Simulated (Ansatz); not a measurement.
Relaxation of GaH6N (8 atoms, charge 0, multiplicity 1), to a largest force component of 0.03 eV/Å in at most 50 steps.

The calculation used RKS PBE0-D4/def2-SVP in Ansatz.

```xyz
8
Properties=species:S:1:pos:R:3
Ga 0.068 -0.508 -0.367
H -0.066 0.072 2.342
H 1.422 0.249 -0.474
H -1.326 -0.058 -0.889
N 0.112 -2.201 0.457
H -0.712 -2.767 0.619
H 0.928 -2.585 0.918
H -0.057 -0.580 2.033
```

Question: Where does it end, and by what steps?

Answer: The forces met the threshold. The force dipped under the threshold on the way, but the program's further checks kept it going. After 19 steps the energy has fallen by 0.223 eV; H2 moved furthest, 1.22 Å.

```tsv
step	energy less start (eV)	largest force component (eV/Å)	accepted
0	0.0000	1.789	yes
1	-0.1497	0.579	yes
2	-0.1868	0.295	yes
3	-0.1946	0.275	yes
4	-0.1988	0.092	yes
5	-0.2009	0.017	yes
6	-0.2028	0.131	yes
7	-0.2039	0.207	yes
8	-0.2025	0.422	no
9	-0.2084	0.141	yes
10	-0.2118	0.120	yes
11	-0.2129	0.294	yes
12	-0.2157	0.162	yes
13	-0.2191	0.007	yes
14	-0.2210	0.049	yes
15	-0.2209	0.254	no
16	-0.2220	0.076	yes
17	-0.2222	0.113	yes
18	-0.2223	0.088	yes
19	-0.2225	0.009	yes
```

```xyz
8
Properties=species:S:1:pos:R:3
Ga 0.133 -0.669 -0.919
H -0.209 -0.321 3.491
H 1.531 -0.109 -1.335
H -1.248 -0.306 -1.554
N 0.105 -1.852 0.457
H -0.729 -2.320 0.791
H 0.932 -2.202 0.925
H -0.144 -0.599 2.783
```

Run time: 47 s on 1 thread of Arm Neoverse V2, with other jobs on the host, peak memory 0.14 GiB.
